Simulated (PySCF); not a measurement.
C5H6O2, SMILES C(=CCC(O)=O)=C.

Geometry: PBE-D3(BJ)/def2-SVP. The values are those of a single conformer.

All values below come from PBE-D3(BJ)/def2-SVP in PySCF 2.14.0.

Harmonic, unscaled wavenumbers; measured fundamentals usually lie a few per cent lower.

```
mode  ν (cm⁻¹)  IR (km/mol)  moving atoms (share of kinetic energy)
----  --------  -----------  --------------------------------------
1           46          0.2                  C 53 %, H 24 %, O 23 %
2           51          0.2                  O 41 %, C 37 %, H 22 %
3          151          2.4                  C 54 %, H 31 %, O 16 %
4          239          3.6                  C 53 %, O 30 %, H 17 %
5          324          6.8                          C 55 %, H 45 %
6          407          8.8                  O 46 %, C 36 %, H 18 %
7          486         15.2                  H 51 %, C 36 %, O 14 %
8          524          6.8                          C 49 %, H 45 %
9          560         15.6                          C 63 %, H 31 %
10         630         39.8                  O 49 %, C 29 %, H 22 %
11         673         92.0                  H 71 %, O 15 %, C 14 %
12         818         48.3                          H 74 %, C 26 %
13         850         23.9                          H 87 %, C 13 %
14         875          9.0                  C 50 %, H 27 %, O 22 %
15         904          4.1                          C 61 %, H 36 %
16         956          0.0                          H 63 %, C 37 %
17        1011         10.5                          C 72 %, H 24 %
18        1108         31.8                   H 70 %, C 21 %, O 9 %
19        1122        177.2                  H 50 %, C 31 %, O 19 %
20        1151         52.2                   H 71 %, C 21 %, O 8 %
21        1216         18.5                  H 70 %, C 21 %, O 10 %
22        1300         10.9                          H 66 %, C 30 %
23        1362         17.0                          H 82 %, C 17 %
24        1365         81.6                          H 48 %, C 47 %
25        1428         13.9                          C 60 %, H 40 %
26        1806        251.6                          C 64 %, O 34 %
27        2031         44.4                                  C 98 %
28        2950         10.8                                  H 94 %
29        3050          1.5                           H 92 %, C 8 %
30        3052          1.7                                  H 95 %
31        3076          4.4                           H 92 %, C 8 %
32        3135          0.4                          H 89 %, C 11 %
33        3620         49.6                                  H 94 %
```
